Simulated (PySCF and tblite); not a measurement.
Results of a calculation; reference values are marked as such.
System: C₅H₁₃NSi, numbered as in [CH3:1][Si:2]([CH3:3])([CH3:4])[N:5]1[CH2:6][CH2:7]1.

For the rotation about the Si2–N5 bond (torsion C1–Si2–N5–C6 from 42° to -78°, falling): electronic barrier 1.78 kcal/mol, zero-point change -0.02 kcal/mol, thermal and entropy terms at 400 K a further 0.95 kcal/mol (symmetry numbers apart). The minimum is Cs, the saddle Cs. Geometries: GFN2-xTB; energies: PBE0/pcSseg-1 + D3(BJ); zero-point and thermal terms from GFN2-xTB harmonic modes (soft modes blended into free rotors). Rate constants are transition-state-theory values, counting equivalent paths, without tunnelling. Programs: tblite and PySCF.

Task: How many equivalent paths lead out of the minimum?

Result: 2: the symmetry number of the minimum is 1, that of the saddle displaced along its mode 1, and the displaced saddle is chiral while the minimum is not, which doubles the count.

Task: Work out the rate at 400 K.

Result: ΔG‡ = 2.71 kcal/mol; k_B T/h = 8.3×10¹² s⁻¹; exp(−ΔG‡/RT) = 0.033; times 2 gives k = 5.5×10¹¹ s⁻¹. Wigner's tunnelling factor for the 53i cm⁻¹ mode would be 1.00.

The barrier is low, and the GFN2-xTB saddle may lie off the DFT one, so take it as rough.
